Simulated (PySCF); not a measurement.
(Z)-1-chloro-1,2-difluoroprop-1-ene (C3H3ClF2), SMILES F/C(=C(\Cl)F)C. Atoms are numbered in the order given.

```xyz
9

C     -0.3774    -2.2586     0.0000
C      0.2472    -0.9093     0.0000
F      1.5884    -0.9021     0.0000
C     -0.4040     0.2608     0.0000
F     -1.7367     0.3078     0.0000
Cl     0.3604     1.8016     0.0000
H     -0.0577    -2.8271    -0.8894
H     -0.0577    -2.8271     0.8894
H     -1.4718    -2.1819     0.0000
```
Charge 0, spin multiplicity 1.

Coordinates come from a B3LYP-D3(BJ)/def2-SVP optimisation.

Calculation: TDA-B3LYP/def2-SVPD run with PySCF.

Vertical excitations. The molecule is in vacuum. State labels are in the subgroup Cs.

```json
[
 {"state": "S1", "symmetry": "A\"", "energy (eV)": "5.89", "λ (nm)": "210", "f": "0.000", "main pairs": "HOMO→LUMO+1 91 %"},
 {"state": "S2", "symmetry": "A\"", "energy (eV)": "6.37", "λ (nm)": "195", "f": "0.001", "main pairs": "HOMO→LUMO+2 90 %"},
 {"state": "S3", "symmetry": "A\"", "energy (eV)": "7.14", "λ (nm)": "174", "f": "0.000", "main pairs": "HOMO→LUMO+3 90 %"},
 {"state": "S4", "symmetry": "A'", "energy (eV)": "7.32", "λ (nm)": "169", "f": "0.627", "main pairs": "HOMO→LUMO 84 %"},
 {"state": "S5", "symmetry": "A\"", "energy (eV)": "7.48", "λ (nm)": "166", "f": "0.000", "main pairs": "HOMO→LUMO+4 95 %"},
 {"state": "S6", "symmetry": "A\"", "energy (eV)": "7.97", "λ (nm)": "156", "f": "0.000", "main pairs": "HOMO−1→LUMO 99 %"},
 {"state": "S7", "symmetry": "A\"", "energy (eV)": "8.13", "λ (nm)": "153", "f": "0.005", "main pairs": "HOMO→LUMO+6 65 %, HOMO→LUMO+7 29 %"},
 {"state": "S8", "symmetry": "A'", "energy (eV)": "8.13", "λ (nm)": "153", "f": "0.002", "main pairs": "HOMO→LUMO+5 96 %"},
 {"state": "S9", "symmetry": "A'", "energy (eV)": "8.26", "λ (nm)": "150", "f": "0.040", "main pairs": "HOMO−1→LUMO+1 89 %"},
 {"state": "S10", "symmetry": "A\"", "energy (eV)": "8.31", "λ (nm)": "149", "f": "0.026", "main pairs": "HOMO→LUMO+7 65 %, HOMO→LUMO+6 32 %"},
 {"state": "T1", "symmetry": "A'", "energy (eV)": "4.16", "λ (nm)": "298", "f": "0", "main pairs": "HOMO→LUMO 96 %"},
 {"state": "T2", "symmetry": "A\"", "energy (eV)": "5.39", "λ (nm)": "230", "f": "0", "main pairs": "HOMO→LUMO+1 87 %"},
 {"state": "T3", "symmetry": "A\"", "energy (eV)": "6.23", "λ (nm)": "199", "f": "0", "main pairs": "HOMO→LUMO+2 83 %"},
 {"state": "T4", "symmetry": "A\"", "energy (eV)": "6.71", "λ (nm)": "185", "f": "0", "main pairs": "HOMO→LUMO+3 72 %"}
]
```
Triplets are in the Tamm–Dancoff approximation.
